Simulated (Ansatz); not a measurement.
Ansatz (an electronic-structure program) input (B3LYP-D3(BJ)/def2-TZVP):

Ansatz 0.2 input:
```yaml
crystal:
  periodic: [false, false, false]
  atoms:
    - {symbol: Sn, position_ang: [0.00095792, -0.18867299, 0.00075827]}
    - {symbol: O, position_ang: [0.01020342, -2.00967040, 0.00807684]}
    - {symbol: O, position_ang: [0.79733647, 1.59842090, -0.03295547]}
    - {symbol: O, position_ang: [-0.81352691, 1.59045568, 0.02013942]}
basis:
  gaussian:
    orbitals: def2-TZVP
hamiltonian:
  xc: b3lyp
  dispersion: d3bj
phonons: {temperatures: {t_min: 298.15, t_max: 298.15, t_step: 100}}
```

Output:

```
Functional definition: B3LYP
integrals: 0.05 GiB planned
885 factors; their error is unknown
mean field: 0.50 GiB planned
mean field evaluation 1: about -11958.3902 eV, gradient 8.5e1 eV
mean field evaluation 2: about -11826.9909 eV, gradient 2.0e2 eV
mean field evaluation 4: about -11970.4292 eV, gradient 2.5e1 eV
mean field evaluation 8: about -11971.9664 eV, gradient 4.6e-1 eV
mean field evaluation 16: about -11972.0329 eV, gradient 4.0e-3 eV
mean field -11972.03291038 eV, -439.9640945211 hartree, gradient 3.6e-5 eV, S^2 0.000000; 0 other end points of the search recorded, 0 dependent functions left out
the calculation of the forces begins
reference -11972.03313166 eV, -439.9641026529 hartree; 23, 23 occupied and 120, 120 virtual orbitals, 885 factors
these checks for a lower state are left out or cut short: stability, starts, cluster_reference, orbital_swaps, neighbouring_geometries, increment
integrals: 0.05 GiB planned
885 factors; their error is unknown
mean field: 0.50 GiB planned
mean field -11972.03282782 eV, -439.9640914870 hartree, gradient 2.4e-6 eV, S^2 0.000000; 0 other end points of the search recorded, 0 dependent functions left out
the calculation of the forces begins
reference -11972.03304910 eV, -439.9640996190 hartree; 23, 23 occupied and 120, 120 virtual orbitals, 885 factors
these checks for a lower state are left out or cut short: stability, starts, cluster_reference, orbital_swaps, neighbouring_geometries, increment
integrals: 0.05 GiB planned
885 factors; their error is unknown
mean field: 0.50 GiB planned
mean field evaluation 32: about -11972.0328 eV, gradient 8.4e-5 eV
mean field -11972.03282968 eV, -439.9640915553 hartree, gradient 2.5e-6 eV, S^2 0.000000; 0 other end points of the search recorded, 0 dependent functions left out
the calculation of the forces begins
reference -11972.03305095 eV, -439.9640996869 hartree; 23, 23 occupied and 120, 120 virtual orbitals, 885 factors
these checks for a lower state are left out or cut short: stability, starts, cluster_reference, orbital_swaps, neighbouring_geometries, increment
integrals: 0.05 GiB planned
885 factors; their error is unknown
mean field: 0.50 GiB planned
mean field -11972.03288747 eV, -439.9640936790 hartree, gradient 1.6e-6 eV, S^2 0.000000; 0 other end points of the search recorded, 0 dependent functions left out
the calculation of the forces begins
reference -11972.03310875 eV, -439.9641018111 hartree; 23, 23 occupied and 120, 120 virtual orbitals, 885 factors
these checks for a lower state are left out or cut short: stability, starts, cluster_reference, orbital_swaps, neighbouring_geometries, increment
integrals: 0.05 GiB planned
885 factors; their error is unknown
mean field: 0.50 GiB planned
mean field -11972.03285999 eV, -439.9640926694 hartree, gradient 1.6e-6 eV, S^2 0.000000; 0 other end points of the search recorded, 0 dependent functions left out
the calculation of the forces begins
reference -11972.03308126 eV, -439.9641008009 hartree; 23, 23 occupied and 120, 120 virtual orbitals, 885 factors
these checks for a lower state are left out or cut short: stability, starts, cluster_reference, orbital_swaps, neighbouring_geometries, increment
integrals: 0.05 GiB planned
885 factors; their error is unknown
mean field: 0.50 GiB planned
mean field -11972.03276824 eV, -439.9640892974 hartree, gradient 2.5e-6 eV, S^2 0.000000; 0 other end points of the search recorded, 0 dependent functions left out
the calculation of the forces begins
reference -11972.03298954 eV, -439.9640974302 hartree; 23, 23 occupied and 120, 120 virtual orbitals, 885 factors
these checks for a lower state are left out or cut short: stability, starts, cluster_reference, orbital_swaps, neighbouring_geometries, increment
integrals: 0.05 GiB planned
885 factors; their error is unknown
mean field: 0.50 GiB planned
mean field evaluation 64: about -11972.0329 eV, gradient 2.1e-6 eV
mean field -11972.03294024 eV, -439.9640956184 hartree, gradient 2.1e-6 eV, S^2 0.000000; 0 other end points of the search recorded, 0 dependent functions left out
the calculation of the forces begins
reference -11972.03316149 eV, -439.9641037491 hartree; 23, 23 occupied and 120, 120 virtual orbitals, 885 factors
these checks for a lower state are left out or cut short: stability, starts, cluster_reference, orbital_swaps, neighbouring_geometries, increment
integrals: 0.05 GiB planned
885 factors; their error is unknown
mean field: 0.50 GiB planned
mean field -11972.03287618 eV, -439.9640932644 hartree, gradient 2.0e-6 eV, S^2 0.000000; 0 other end points of the search recorded, 0 dependent functions left out
the calculation of the forces begins
reference -11972.03309745 eV, -439.9641013959 hartree; 23, 23 occupied and 120, 120 virtual orbitals, 885 factors
these checks for a lower state are left out or cut short: stability, starts, cluster_reference, orbital_swaps, neighbouring_geometries, increment
integrals: 0.05 GiB planned
885 factors; their error is unknown
mean field: 0.50 GiB planned
mean field -11972.03289126 eV, -439.9640938185 hartree, gradient 2.0e-6 eV, S^2 0.000000; 0 other end points of the search recorded, 0 dependent functions left out
the calculation of the forces begins
reference -11972.03311255 eV, -439.9641019505 hartree; 23, 23 occupied and 120, 120 virtual orbitals, 885 factors
Total energy: -11972.15308354 eV, -439.9685108033 hartree
Atom 0 at     0.000958    -0.188673     0.000758 Å, force     0.000000    -0.000096     0.000000 eV/Å
Atom 1 at     0.010203    -2.009670     0.008077 Å, force    -0.000000     0.000050    -0.000000 eV/Å
Atom 2 at     0.797336     1.598421    -0.032955 Å, force     0.000116     0.000024    -0.000004 eV/Å
Atom 3 at    -0.813527     1.590456     0.020139 Å, force    -0.000116     0.000023     0.000004 eV/Å
Dipole moment:     0.000720    -0.141757     0.000570 e Å
Vibrations: 101.51 136.51 559.67 561.57 777.61 839.43 cm⁻¹, zero-point energy 0.184507 eV
```
